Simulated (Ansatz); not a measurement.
```yaml
crystal:
  periodic: [false, false, false]
  atoms:
    - {symbol: C, position_ang: [-3.006080, 0.743378, 2.292345]}
    - {symbol: C, position_ang: [-2.112726, 1.193973, 1.186197]}
    - {symbol: O, position_ang: [-2.432403, 1.860252, 0.244911]}
    - {symbol: O, position_ang: [-0.842942, 0.746919, 1.357239]}
    - {symbol: Si, position_ang: [0.369017, 0.970113, 0.273865]}
    - {symbol: F, position_ang: [0.876081, 2.453875, 0.337057]}
    - {symbol: O, position_ang: [1.522619, -0.037789, 0.860509]}
    - {symbol: C, position_ang: [2.628000, -0.425952, 0.175936]}
    - {symbol: C, position_ang: [3.415883, -1.438155, 0.937051]}
    - {symbol: O, position_ang: [2.895163, 0.011448, -0.905451]}
    - {symbol: O, position_ang: [-0.044390, 0.717509, -1.291469]}
    - {symbol: C, position_ang: [-0.507018, -0.473630, -1.734963]}
    - {symbol: C, position_ang: [-0.790975, -0.448586, -3.196866]}
    - {symbol: O, position_ang: [-0.652366, -1.408189, -0.996740]}
    - {symbol: H, position_ang: [-2.602591, 1.076917, 3.250163]}
    - {symbol: H, position_ang: [-3.028279, -0.348190, 2.313375]}
    - {symbol: H, position_ang: [-4.007388, 1.138547, 2.143755]}
    - {symbol: H, position_ang: [4.310034, -1.706062, 0.380641]}
    - {symbol: H, position_ang: [2.795837, -2.321041, 1.106091]}
    - {symbol: H, position_ang: [3.681748, -1.037254, 1.916848]}
    - {symbol: H, position_ang: [0.124381, -0.195884, -3.735798]}
    - {symbol: H, position_ang: [0.124381, -0.195884, -3.735798]}
    - {symbol: H, position_ang: [-1.167478, -1.415489, -3.519600]}
basis:
  gaussian: {orbitals: cc-pVDZ, fitting: {mean_field: cc-pVTZ-jkfit}}
hamiltonian: {xc: {name: r2SCAN50}, pseudopotentials: {relativity: scalar}}
accuracy: high
output: {forces: true}
```

```sh
$ ansatz run in.yaml --threads 11 --pin off --events-out ev --progress --plain --max-ram 174080MiB --backend cpu
```

Shortened log:

```
Error: two nuclei lie on one point
```

Task: What is wrong with this run?

Result: One atom was put on top of another. The program refused the input.
